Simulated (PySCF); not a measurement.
## CdO⁺: one state, many levels of theory

State: ²Π (doublet), unpaired electrons π ↑. Set-up: PySCF, scalar-relativistic core potentials, basis sets Cd def2-SVPD with ECP28, O def2-SVPD. De refers to Cd⁺ + O in their high-spin ground configurations, without counterpoise correction. The functionals are run spin-unrestricted. A positive dipole points towards O; it is taken about the centre of mass and depends on that origin. Levels whose curve was spin-contaminated or gave no clean fit are not listed.

```csv
Level,Re (Å),ωe (cm⁻¹),De (eV),μ (D)
ROHF,1.996,617,-0.79,-6.26
ROHF-MP2,2.009,561,0.89,n/a
ROHF-SCS-MP2,2.017,550,0.87,n/a
PBE,2.026,506,1.50,-3.59
PBEsol,2.001,527,1.68,-3.56
BP86,2.024,508,1.47,-3.56
r²SCAN,2.008,524,1.29,-3.93
PBE0,2.016,505,1.03,-4.12
```

The bond length runs from 1.996 Å (ROHF) to 2.026 Å (PBE). De spans -0.79 eV (ROHF, mean field) to 1.68 eV (PBEsol, GGA).

Correlated steps freeze 1 core orbital. Correlated levels converge slowly with the basis: in double zeta they bind strong bonds too weakly, by up to about 1 eV, and carry superposition errors of some tenths. Spin–orbit coupling is left out. For an ion De counts to the pair picked by the measured ionisation energies or electron affinities, which need not be the lowest pair at this level. UHF is strongly spin-contaminated for CdO⁺, so the ROHF reference used there is far from stable. A negative De means that the minimum lies above the separated atoms at that level. The state is the lowest determinant that a PBE0 search found; another state may lie lower at other levels.
